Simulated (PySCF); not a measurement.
SiHClBr2, SMILES Br[SiH](Br)Cl. The structure is a stationary point at PBE0-D3(BJ)/def2-SVP.

Calculation: PBE0-D3(BJ)/def2-SVP in PySCF.

Harmonic wavenumbers (cm⁻¹): 115, 138, 197, 393, 492, 587, 774, 793, 2307. Rotational constants (GHz): 1.810, 0.9416, 0.6454; symmetry number 1.

**Question.** Work out the zero-point energy and the ideal-gas rigid-rotor harmonic-oscillator thermochemistry at 298.15 K and 1 atm.

**Answer.** ZPE = ½ Σ hcν = ½ × 5797 cm⁻¹ = 8.29 kcal/mol. H − E(el) = 12.42 kcal/mol. Entropy in cal/(mol K): translation 42.13, rotation 30.06, vibration 10.75, total 82.94. G − E(el) = -12.30 kcal/mol. Cp = 18.82 cal/(mol K). Modes under 150 cm⁻¹ make the vibrational entropy uncertain.
